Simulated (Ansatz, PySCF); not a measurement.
C2H7InO, SMILES C[CH2][InH][OH].

Geometry: B3LYP-D3(BJ)/def2-SVP. The structure was generated by enumeration; whether it is a known compound was not checked. The def2 effective core potentials stand for the cores of In; spin–orbit coupling is left out. Other conformers were not sampled.

Vertical ionisation energy (IE) and electron affinity (EA) in eV. Rows of orbital energies are one-electron estimates. Where ΔSCF, EOM or ADC give a negative EA the extra electron is unbound and the value depends on the basis.

```tsv
level	IE	EA
−ε(HOMO), −ε(LUMO), M06-2X/def2-TZVP (PySCF)	8.46	0.74
−ε(HOMO), −ε(LUMO), PBE/def2-TZVP (PySCF)	6.12	1.83
ΔSCF, PBE0/def2-SVPD (Ansatz), final states of multiplicity 2 and 2	9.35	-0.32
ΔSCF, PBE/def2-SVPD (Ansatz), final states of multiplicity 2 and 2	9.09	-0.32
```

Question: What vertical singlet–triplet gap does ΔSCF give with PBE0/def2-SVPD (Ansatz, a program for electronic structure) and with PBE/def2-SVPD (Ansatz)? (Estimate from the structure and the level; the computed values follow.)

Answer: 4.64 and 4.39 eV (triplet above singlet where positive).
